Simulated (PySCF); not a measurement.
CH8Si2, charge -1, doublet, at a GFN2-xTB geometry (a state made from the parent by changing its charge; the spin is typed, not shown lowest) (in this run its highest filled SCF level lies above zero, so its values depend strongly on the basis, on diffuse functions most of all). Base run: HF/6-31G* (PySCF).

Here is a job for PySCF.
```python
from pyscf import gto, scf

mol = gto.Mole()
mol.atom = '''
    Si    1.32183991    0.74718455    0.01854967
    C     0.30430492   -0.86294806   -0.15968353
    Si   -1.46548722   -0.31013726    0.06153274
    H     2.81467254    0.60115328   -0.11731227
    H     1.10494018    1.22774988   -1.42593981
    H     1.33013140    0.75533024    1.55621130
    H     0.58124463   -1.60476522    0.59180269
    H     0.45085996   -1.33123646   -1.13484887
    H    -1.86725681    0.58529083   -1.04225929
    H    -1.68030811    0.19309863    1.43345575
    H    -2.54905090   -1.36759486   -0.02416202
'''
mol.basis = '6-31g*'
mol.charge = -1
mol.spin = 1
mol.verbose = 4
mol.build()

mf = scf.UHF(mol)
mf.kernel()
mo_i, mo_e, stable_i, stable_e = mf.stability(internal=True, external=True, return_status=True, nroots=6, tol=1e-6)
print('internally stable:', stable_i, ' externally stable:', stable_e)
if not stable_i:
    umf = mf.copy()
    umf.scf_summary = {}
    umf.kernel(umf.make_rdm1(mo_i, mf.mo_occ))
mf.analyze()
```

The bond that is stretched is that between atoms 10 and 3. A test that says stable can miss a lower solution.

The base run was repeated with changes; each row names its change, and settings that it needs were set with it.

```json
[
 {"change": "base", "ΔE vs base (kcal/mol)": "0.000", "<S^2>": "0.756", "stability test says": "stable", "outcome": "converged"},
 {"change": "bond × 1.25", "ΔE vs base (kcal/mol)": "18.07", "<S^2>": "0.756", "stability test says": "stable", "outcome": "converged"},
 {"change": "bond × 1.5", "ΔE vs base (kcal/mol)": "-", "<S^2>": "-", "stability test says": "-", "outcome": "not converged"},
 {"change": "bond × 1.8", "ΔE vs base (kcal/mol)": "61.09", "<S^2>": "0.776", "stability test says": "stable", "outcome": "converged"},
 {"change": "bond × 2.2", "ΔE vs base (kcal/mol)": "62.74", "<S^2>": "0.764", "stability test says": "stable", "outcome": "converged"},
 {"change": "bond × 3.0", "ΔE vs base (kcal/mol)": "95.1", "<S^2>": "0.969", "stability test says": "internal instability", "outcome": "converged"}
]
```

On stretching, the SCF can end on different states; <S^2> shows the spin contamination of each.
